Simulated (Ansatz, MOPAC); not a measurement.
Molecule: LiI (charge 0, singlet). SMILES: [Li][I]

Atoms: Li1, I2. Bonds: Li1-I2.

Bond lengths (Å) and angles (degrees) optimised at PM3 with MOPAC; PM6 with MOPAC; MNDO with MOPAC; HF/3-21G with Ansatz (a first-principles code); HF/6-31G* with LANL2DZ past Ar with Ansatz; B3LYP/LANL2DZ with Ansatz, each started from the B3LYP-D3(BJ)/def2-TZVP structure (Ansatz) of the last column. A row stands for all coordinates that are equal there. 6-31G* holds six Cartesian d functions.

```
coordinate    PM3    PM6   MNDO  HF/3-21G  HF/6-31G* with LANL2DZ past Ar  B3LYP/LANL2DZ  B3LYP-D3(BJ)/def2-TZVP
----------  -----  -----  -----  --------  ------------------------------  -------------  ----------------------
Li1-I2      2.190  2.528  2.390     2.487                           2.457          2.472                   2.393
```

Mean signed difference of all 1 bond lengths from B3LYP-D3(BJ)/def2-TZVP: PM3 -0.202 Å, PM6 0.135 Å, MNDO -0.002 Å, HF/3-21G 0.095 Å, HF/6-31G* with LANL2DZ past Ar 0.065 Å, B3LYP/LANL2DZ 0.079 Å.
